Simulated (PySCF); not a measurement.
Compound: C₇H₁₁N₃.
Structure used (PBE0-D3(BJ)/def2-SVP), in Å, numbered top down from 1:
```xyz
21
C7H11N3 angstrom
C      3.4315   -0.3410   -1.1555
C      2.1549   -0.4968   -0.7869
C      1.3162    0.5685   -0.2592
N      1.7594    1.8487   -0.0772
N      0.8128    2.5729    0.3987
N     -0.2583    1.7890    0.5344
C     -0.0118    0.5149    0.1433
C     -1.0287   -0.5806    0.1645
C     -2.1347   -0.3348   -0.8646
C     -1.5969   -0.7998    1.5674
H      4.0138   -1.1785   -1.5446
H      3.9171    0.6346   -1.0723
H      1.6810   -1.4801   -0.8753
H     -1.1151    2.1807    0.9049
H     -0.4926   -1.4974   -0.1288
H     -2.7192    0.5654   -0.6135
H     -2.8330   -1.1849   -0.8959
H     -1.7169   -0.1929   -1.8717
H     -2.1670    0.0786    1.9123
H     -0.7975   -0.9904    2.2979
H     -2.2853   -1.6582    1.5769
```

The closed-shell ground state was solved at several levels (PySCF, density fitting, gas phase, non-relativistic).

```
           level  basis functions  total energy (Eh)  HOMO (eV)  LUMO (eV)  gap (eV)  dipole (D)
wB97X-D/pcSseg-1              225          -437.3691      -8.29       1.31      9.60        5.05
   PBE0/pcSseg-1              225          -437.0095      -6.54      -0.45      6.09        4.99
```

What might CAM-B3LYP/def2-SVPD (288 basis functions) give for the same quantities?

Total energy -437.0471 Eh, HOMO -7.76 eV, LUMO 0.59 eV, gap 8.35 eV, dipole 5.08 D.

Over all these levels, which gives the widest orbital gap and which the narrowest?

wB97X-D/pcSseg-1 (range-separated hybrid) has the widest, 9.60 eV, and PBE0/pcSseg-1 (global hybrid, 25 % exact exchange) the narrowest, 6.09 eV. The two share the basis. From the narrowest to the widest the HOMO moves by -1.75 eV and the LUMO by +1.76 eV.

How far do the dipole and the HOMO energy spread over the levels?

The dipole runs from 4.99 to 5.08 D (mean 5.04 D) and the HOMO from -8.29 to -6.54 eV.

One conformer stands for the species.

The pairwise dispersion term of wB97X-D wasn't added to the energies; at a given geometry it leaves orbitals and properties as they are.
